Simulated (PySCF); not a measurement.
Isomers of C3H9B. Method used: TDDFT CAM-B3LYP/def2-SVPD, vertical, gas phase, core orbitals frozen in the response in PySCF 2.14.0, density-fitted response routines. Geometries: PBE0-D3(BJ)/def2-SVP; one conformer of each isolated species. Triplets are in the Tamm–Dancoff approximation.

A. `C(C)(C)B`
B. `CB(C)C`
C. `CCBC`

Lowest singlet levels (six at most, fewer where fewer were computed) with oscillator strengths:

1. 189 nm (f 0.000 summed over 2 states); 155 nm (f 0.123 summed over 2 states); 140 nm (f 0.008); 132 nm (f 0.000); 131 nm (f 0.021 summed over 2 states); 131 nm (f 0.001) [of 10 roots; the last level is left out, as the window may have cut its degenerate partner]; T1 6.05 eV
2. 204 nm (f 0.002); 197 nm (f 0.001); 155 nm (f 0.015); 150 nm (f 0.086); 149 nm (f 0.013); 139 nm (f 0.004); T1 5.54 eV
3. 220 nm (f 0.006); 207 nm (f 0.001); 161 nm (f 0.042); 160 nm (f 0.004); 154 nm (f 0.050); 141 nm (f 0.077); T1 5.04 eV

Problem. Match each spectrum to its molecule.

Solution. 1 = B, 2 = C, 3 = A.
- A: S1 at 5.62 eV, HOMO→LUMO (92%); Löwdin shares by element: HOMO carbon 49%, boron 23% (atoms not listed hold the other 29%); LUMO boron 51%, hydrogen 20% or more, carbon 13% or more (atoms not listed hold the other 16%); HOMO -9.76 and LUMO -0.09 eV; point group Cs.
- B: S1 at 6.56 eV, HOMO-1/HOMO→LUMO+1 (87%), HOMO-1/HOMO→LUMO (11%); Löwdin shares by element: HOMO (one of a set within 0.03 eV) carbon 53%, boron 25% (atoms not listed hold the other 22%); LUMO boron 50%, carbon 20% (atoms not listed hold the other 31%); HOMO -9.98 and LUMO 0.90 eV.
- C: S1 at 6.08 eV, HOMO→LUMO (90%); Löwdin shares by element: HOMO carbon 38% or more, boron 26%, hydrogen 9% or more (atoms not listed hold the other 26%); LUMO boron 47%, carbon 27% or more, hydrogen 9% or more (atoms not listed hold the other 16%); HOMO -9.86 and LUMO 0.52 eV.

A slash joins orbitals within 0.01 eV of each other, whose weights are summed (≥ marks a lower bound).
